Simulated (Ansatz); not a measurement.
BFH$_{6}$OSi$_{2}$ (`OB(F)[SiH2][SiH3]`) at its PBE0-D4/def2-TZVP geometry, where that method's forces vanish. Total charge 0; spin multiplicity 1.

```xyz
11

O     1.0457    0.6349    2.2360
B    -0.0777    0.1921    1.6375
F    -1.2625    0.5938    2.1115
Si    0.0154   -1.0092    0.0063
Si   -0.1668    0.3045   -1.9242
H     0.8755    1.2250    2.9800
H    -1.1087   -1.9861    0.0242
H     1.3021   -1.7556   -0.0315
H     0.9513    1.2845   -1.9820
H    -1.4511    1.0558   -1.9095
H    -0.1233   -0.5396   -3.1484
```

Problem. What forces (eV/Å) does r2SCAN-D4/def2-TZVPP give on these atoms in the Gaussian-basis code of Ansatz? (Estimate.)

Solution. Computed: 
```
O1   0.199  0.039  0.056
B2  -0.007 -0.127 -0.157
F3  -0.177  0.053  0.058
Si4  0.003 -0.010  0.030
Si5 -0.003  0.010 -0.016
H6  -0.014  0.026  0.029
H7   0.011  0.011 -0.004
H8  -0.013  0.005 -0.005
H9  -0.024 -0.017 -0.003
H10  0.026 -0.012 -0.005
H11 -0.002  0.022  0.017
```
